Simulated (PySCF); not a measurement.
**Field gradients at the hydrogen positions**

Compound: C8H17P.
SMILES with atom numbers: `[CH3:1][CH2:2][P:3]([CH3:4])[CH:5]1[CH2:6][CH2:7][CH2:8][CH2:9]1` (hydrogens: H10, H11, H12 on C1; H13, H14 on C2; H15, H16, H17 on C4; H18 on C5; H19, H20 on C6; H21, H22 on C7; H23, H24 on C8; H25, H26 on C9)

Geometry (GFN2-xTB, Å), atoms numbered from 1 in this order:
```
atom  x, y, z in Å
C1     3.537   -0.705    0.187
C2     2.053   -0.678    0.531
P3     1.045    0.154   -0.802
C4     1.473    1.913   -0.405
C5    -0.613    0.092    0.057
C6    -1.679    0.885   -0.700
C7    -3.008    0.339   -0.168
C8    -2.711   -1.095    0.309
C9    -1.212   -1.315    0.071
H10    3.944    0.302    0.132
H11    4.093   -1.257    0.944
H12    3.693   -1.188   -0.776
H13    1.686   -1.703    0.617
H14    1.889   -0.172    1.487
H15    2.506    2.101   -0.691
H16    1.344    2.123    0.657
H17    0.836    2.574   -0.989
H18   -0.520    0.472    1.083
H19   -1.592    1.961   -0.556
H20   -1.584    0.674   -1.768
H21   -3.356    0.949    0.666
H22   -3.780    0.359   -0.936
H23   -2.943   -1.197    1.370
H24   -3.306   -1.832   -0.230
H25   -0.768   -1.957    0.830
H26   -1.048   -1.778   -0.905
```

Level: PBE0/pcSseg-1 (PySCF, non-relativistic); Q(2H) = 0.00286 b; rigid geometry, the same for H and D, with no vibrational averaging.

Question: What are Vzz, η and χzz (234.96 MHz × Q × Vzz) at all hydrogens?

Answer: 
```
atom  bonded to  bond length (Å)  Vzz (au)     η  χzz (kHz)
 H10         C1            1.088    0.3147  0.02        211
 H11         C1            1.089    0.3138  0.02        211
 H12         C1            1.088    0.3121  0.02        210
 H13         C2            1.093    0.3056  0.02        205
 H14         C2            1.095    0.3033  0.02        204
 H15         C4            1.088    0.3180  0.01        214
 H16         C4            1.090    0.3143  0.00        211
 H17         C4            1.088    0.3182  0.01        214
 H18         C5            1.097    0.2975  0.00        200
 H19         C6            1.089    0.3124  0.01        210
 H20         C6            1.093    0.3010  0.01        202
 H21         C7            1.091    0.3074  0.01        207
 H22         C7            1.089    0.3116  0.01        209
 H23         C8            1.091    0.3077  0.01        207
 H24         C8            1.089    0.3113  0.01        209
 H25         C9            1.089    0.3124  0.01        210
 H26         C9            1.093    0.3013  0.01        202
```

Question: How does χzz go with the bond length over the 17 C–H bonds?

Answer: A straight-line fit has a slope of -14.4 kHz for each 0.01 Å, with a correlation coefficient of -0.92, over lengths from 1.088 to 1.097 Å. The longer bonds have the smaller couplings here.

Question: Give the 2H NMR doublet splittings at H24 for a magnetic field along the z, y and x axes of the gradient: 3χ/2, 3χ(1 + η)/4, 3χ(1 − η)/4.

Answer: With |χ| = 209.2 kHz and η = 0.011: 314, 159 and 155 kHz, to first order and without motion.

Geometry: GFN2-xTB, one conformer, isolated molecule. GFN2-xTB frequencies show an imaginary mode (35i cm⁻¹), so this geometry is no minimum at that level. GFN2-xTB bond lengths can be off by several hundredths of an ångström, more for odd bonds, and the gradients follow them. With a basis this small, the couplings can be 20 % off.
